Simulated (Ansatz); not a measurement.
Geometry optimisation, RHF/def2-SVP (Ansatz 0.2.0).

Input:

```yaml
crystal:
  periodic: [false, false, false]
  atoms:
    - { symbol: Ge, position_ang: [0.0, 0.0, 0.0] }
    - { symbol: H, position_ang: [0.0, 0.0, 1.9] }
    - { symbol: F, position_ang: [1.5842, 0.0, -0.5594] }
    - { symbol: F, position_ang: [-0.7913, 1.3709, -0.5594] }
    - { symbol: F, position_ang: [-0.7913, -1.3709, -0.5594] }
    - { symbol: Br, position_ang: [-2.5623, 0.0, 0.8514] }
    - { symbol: H, position_ang: [-0.9607, 0.0, 1.9922] }
basis:
  gaussian: { orbitals: def2-SVP }
hamiltonian:
  xc: hf
relax:
  f_tol: 0.15
  max_steps: 25
  restrain:
    - { distance: [0, 5], at: 3.6, k: 30.0 }
    - { distance: [6, 1], at: 1.86, k: 30.0 }
    - { distance: [0, 1], at: 1.55, k: 30.0 }
    - { distance: [6, 5], at: 1.55, k: 30.0 }
output:
  orbitals: {}
```

Command:

```bash
$ ansatz run input.yaml --threads 2 --pin off --max-ram 3072MiB --backend cpu --events-out ev --progress --plain --runs-dir out
```

Where does it end, and by what steps?

It converged. The restraints hold the end off the free minimum; the threshold counts their pulls, which the force column leaves out. Restrained pairs: Ge1–Br6 (2.70 → 3.61 Å), H2–H7 (0.97 → 1.87 Å), Ge1–H2 (1.90 → 1.53 Å), Br6–H7 (1.97 → 1.49 Å). After 7 steps the energy has fallen by 4.217 eV (the restraints' own energy left out); Br6 moved furthest, 0.86 Å.

```tsv
step	energy less start (eV)	largest force component (eV/Å)	accepted
0	0.0000	2.835	yes
1	-1.1845	3.866	yes
2	-2.4124	6.258	yes
3	-3.4490	5.596	yes
4	-3.9673	2.752	yes
5	-4.1810	2.232	yes
6	-4.2092	2.134	yes
7	-4.2167	2.086	yes
```

```xyz
7
Properties=species:S:1:pos:R:3
Ge 0.202 0.000 -0.088
H 0.003 0.000 1.430
F 1.849 0.000 -0.489
F -0.462 1.364 -0.835
F -0.462 -1.364 -0.835
Br -2.986 0.000 1.599
H -1.666 0.000 2.283
```

Run time: 14 s on 2 threads of Intel(R) Xeon(R) 6975P-C (Granite Rapids), with other jobs on the host, peak memory 0.32 GiB.
